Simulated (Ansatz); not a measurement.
Job for Ansatz (a quantum-chemistry and plane-wave program): U-CCSD(T)/def2-TZVPP on NaLi+, 2S+1 = 2, a spin state set in the input, which need not be the lowest, a point of a bond scan (R = 3.419 Å). Charge +1.

Ansatz 0.2 input:
```yaml
crystal:
  periodic: [false, false, false]
  atoms:
    - {symbol: Li, position_ang: [0.00000000, 0.00000000, 0.00000000]}
    - {symbol: Na, position_ang: [0.00000000, 0.00000000, 3.41938000]}
basis:
  gaussian:
    orbitals: def2-TZVPP
    pivot_positions_ang: [[0.00000000, 0.00000000, 0.00000000], [0.00000000, 0.00000000, 3.41938000]]
total_charge: 1
magnetization: {spin_polarized: true, initial_magnetization: 1}
correlation: {method: ccsd_t, electrons: valence}
output: {orbitals: {seedname: ./end}}
```

Program output:

```
WARN ansatz: RAYON_NUM_THREADS=2 ignored (pool sized by the plan → 2); use --threads N
Functional definition: HF
integrals: 0.03 GiB planned
470 factors; integrals over basis functions are off by at most 3.3e-4 eV
mean field: 0.08 GiB planned
mean field evaluation 1: about -4602.1666 eV, gradient 2.3e0 eV
mean field evaluation 2: about -4602.1666 eV, gradient 2.3e0 eV
mean field evaluation 4: about -4602.4187 eV, gradient 2.7e-1 eV
mean field evaluation 8: about -4602.4223 eV, gradient 2.2e-6 eV
mean field evaluation 16: about -4599.8724 eV, gradient 6.9e-1 eV
mean field evaluation 32: about -4599.5323 eV, gradient 3.4e-3 eV
mean field evaluation 64: about -4599.5323 eV, gradient 5.9e-4 eV
mean field -4602.42229656 eV, -169.1358997649 hartree, gradient 2.9e-6 eV, S^2 0.750019; 2 other end points of the search recorded, 0 dependent functions left out
determinant -4602.42229656 eV, -169.1358997649 hartree, with singles and doubles -4607.89209205 eV, -169.3369110415 hartree
determinant -4599.85353776 eV, -169.0414996201 hartree, with singles and doubles -4605.34214809 eV, -169.2432023293 hartree
determinant -4599.53229524 eV, -169.0296941751 hartree, with singles and doubles -4604.96650063 eV, -169.2293975397 hartree
1 core orbitals not correlated
reference -4602.42229656 eV, -169.1358997649 hartree; 6, 5 occupied and 44, 45 virtual orbitals, 470 factors
second order -5.22274922 eV of doubles, -0.00000000 eV of singles
coupled cluster: 0.13 GiB planned
cycle   1  -5.47012470 eV  change   -2.0e-1 eV  update   1.1e-2
cycle   2  -5.47932977 eV  change   -9.2e-3 eV  update   3.7e-3
cycle   3  -5.48005275 eV  change   -7.2e-4 eV  update   1.9e-3
cycle   4  -5.48008895 eV  change   -3.6e-5 eV  update   7.3e-4
cycle   5  -5.47998367 eV  change    1.1e-4 eV  update   2.0e-4
cycle   6  -5.48002635 eV  change   -4.3e-5 eV  update   7.1e-5
cycle   7  -5.48003900 eV  change   -1.3e-5 eV  update   2.7e-5
cycle   8  -5.48003482 eV  change    4.2e-6 eV  update   8.7e-6
perturbative correction -0.05565178 eV, -0.0020451652 hartree
Total energy: -4607.95798317 eV, -169.3393324954 hartree
```

The run converged.

Cost: roughly 2.0 core-seconds.
